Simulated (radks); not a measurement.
Values are calculated unless marked as measured or tabulated.
Problem. The krypton ion Kr2.75+, 33.25 electrons, occupied as [Ar] 3d10 4s2 4p(up 2.5, down 0.75) (fractional occupations, a model configuration). Code: a radial shooting solver on a logarithmic mesh with Libxc functionals. Model: non-relativistic Kohn-Sham, LDA (Slater exchange, Perdew-Wang correlation), spin-polarised, spherical densities, point nucleus. Some entries of the table are withheld. Estimate them.

| orbital | occ. | eigenvalue (hartree) | <1/r> (bohr^-1) |
|---|---|---|---|
| 1s up | 1 | -511.3550 | 35.45 |
| 1s down | 1 | -511.3485 | 35.45 |
| 2s up | 1 | -67.63873 | 7.878 |
| 2s down | 1 | -67.63442 | 7.878 |
| 2p up | 3 | -61.37365 | 7.867 |
| 2p down | 3 | -61.36757 | 7.867 |
| 3s up | 1 | -10.65581 | 2.622 |
| 3s down | 1 | -10.64714 | 2.623 |
| 3p up | 3 | (1) | 2.517 |
| 3p down | 3 | (2) | 2.518 |
| 3d up | 5 | -4.41359 | 2.280 |
| 3d down | 5 | -4.40202 | 2.283 |
| 4s up | 1 | (3) | 0.8909 |
| 4s down | 1 | (4) | 0.8913 |
| 4p up | 2.5 | -1.50742 | (5) |
| 4p down | 0.75 | -1.44589 | (6) |

Solution. 
(1) 3p up eigenvalue (hartree): -8.42745
(2) 3p down eigenvalue (hartree): -8.41774
(3) 4s up eigenvalue (hartree): -2.04272
(4) 4s down eigenvalue (hartree): -1.97947
(5) 4p up <1/r> (bohr^-1): 0.7842
(6) 4p down <1/r> (bohr^-1): 0.7803
